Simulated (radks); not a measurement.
Values are calculated unless marked as measured or tabulated.
Task: The table gives one normalised radial function P(r) = r R(r) (large component) of Ce2+ in [Xe] 4f2 (r in bohr). Code: a radial shooting solver on a logarithmic mesh with Libxc functionals. Model: Dirac Kohn-Sham, LB94 model potential, spin-unpolarised, spherical densities, finite nucleus; open shells fill j = l - 1/2 first; Fermi nuclear charge, rms radius 4.8771 fm.

| r | P |
|---|---|
| 0.004043 | 0.0120 |
| 0.00535 | 0.0179 |
| 0.007078 | 0.0269 |
| 0.009365 | 0.0401 |
| 0.01239 | 0.0593 |
| 0.0164 | 0.0858 |
| 0.02169 | 0.1200 |
| 0.0287 | 0.1592 |
| 0.03798 | 0.1949 |
| 0.05025 | 0.2100 |
| 0.06649 | 0.1798 |
| 0.08797 | 0.0816 |
| 0.1164 | -0.0809 |
| 0.154 | -0.2474 |
| 0.2038 | -0.3019 |
| 0.2696 | -0.1435 |
| 0.3567 | 0.1859 |
| 0.472 | 0.4429 |
| 0.6245 | 0.3555 |
| 0.8264 | -0.0982 |
| 1.093 | -0.6216 |
| 1.447 | -0.8712 |
| 1.914 | -0.7669 |
| 2.533 | -0.4686 |
| 3.351 | -0.1925 |
| 4.434 | -0.0483 |
| 5.867 | -0.0064 |

Which n and l does it have? It may be an empty orbital.

Result: n = 5, l = 1: the number of nodes gives n - l - 1 = 3, the rise at small r points to l (for j = l - 1/2 the large component starts outside the nucleus as r^gamma with gamma = sqrt(l^2 - (Z/c)^2) = 0.91 and the r^(l+1) term takes over further out; the orbital of l - 1 with the same j starts with the same power, but with a larger coefficient, and does not steepen), and the extent must fit the shell. The curve is that of 5p1/2; the two j differ most near the nucleus, where j = l - 1/2 has the larger amplitude, and in heavy atoms j = l - 1/2 is also the more compact. 5p1/2: eigenvalue -41.082 eV, 3 radial nodes at r = 0.102, 0.307, 0.786 bohr, <r> = 1.73 bohr, 90 % of the charge inside 2.54 bohr.
